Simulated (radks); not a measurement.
The nuclear charge of the aluminium ion Al+ is varied continuously with 12 electrons held in [Ne] 3s2. Method: scalar-relativistic Kohn-Sham, LDA (Slater exchange, Perdew-Wang correlation), spin-polarised, spherical densities, finite nucleus; Fermi nuclear charge, rms radius 3.061 fm; computed with a radial shooting solver on a logarithmic mesh with Libxc functionals. By the Hellmann-Feynman theorem dE/dZ = E(electron-nucleus)/Z, the electronic potential at the nucleus (averaged over a nucleus of fixed radius). The scalar-relativistic energy here is not variational (the density holds large components alone), so the two differ by a part that grows with Z.

| Z | E (hartree) | E(electron-nucleus)/Z (hartree) | HOMO | e(HOMO) (eV) | <r> HOMO (bohr) |
|---|---|---|---|---|---|
| 12.5 | -219.96584 | -42.0897 | 3s | -9.369 | 2.681 |
| 12.75 | -230.62425 | -43.1642 | 3s | -12.028 | 2.512 |
| 13 | -241.55126 | -44.2376 | 3s | -14.917 | 2.368 |
| 13.25 | -252.74666 | -45.3102 | 3s | -18.029 | 2.242 |
| 13.5 | -264.21030 | -46.3824 | 3s | -21.359 | 2.132 |
| 13.75 | -275.94210 | -47.4542 | 3s | -24.903 | 2.034 |
| 14 | -287.94198 | -48.5258 | 3s | -28.659 | 1.946 |

The central difference of E at Z = 13 is -44.245 hartree, to compare with the third column; the second derivative is -4.29 hartree.
